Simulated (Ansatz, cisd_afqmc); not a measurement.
Species: AsH3, charge 1, doublet. AsH3+ (parent SMILES [AsH3], doublet).
B3LYP-D3(BJ)/def2-TZVP minimum from Ansatz (an electronic-structure program):
```
As
H 1 1.5002
H 1 1.5002 2 112.11
H 1 1.5002 2 112.11 3 -127.13
```
Charge +1, spin multiplicity 2.

Total energies in cc-pVDZ, 7 correlated electrons, 14 frozen orbitals. Open shells are spin-unrestricted; no spin-orbit coupling. Correlated methods leave the cores frozen (noble-gas shells, and filled d and f shells in the p block). No relativity. AFQMC is phaseless with a CISD trial state; ± is one standard error, without the phaseless bias. Outlying blocks are dropped, and bars are widened where a walk drifts. Over all cases where full CI ran beside it in this data, AFQMC minus full CI had a median of +0.1 mEh and passed +0.4 mEh in a tenth of the cases. The spin of H3As+ (parent SMILES [AsH3], doublet) was assumed, and the state is the lowest solution found for it.

```
method         program          energy (Eh)  minus CCSDTQ (mEh)
----------  ----------  -------------------  ------------------
HF              Ansatz          -2235.58512              125.00
MP2             Ansatz          -2235.68172               28.40
CCSD            Ansatz          -2235.70706                3.07
CCSD(T)         Ansatz          -2235.70945                0.67
CCSDT(Q)        Ansatz          -2235.71011                0.01
CCSDTQ          Ansatz          -2235.71012                0.00
AFQMC/CISD  cisd_afqmc  -2235.7100 ± 0.0001           0.2 ± 0.1
```

Rough core times of Ansatz's runs on a shared machine: CCSD(T) under 20 s, CCSDT(Q) under 20 s, CCSDTQ 50 s.
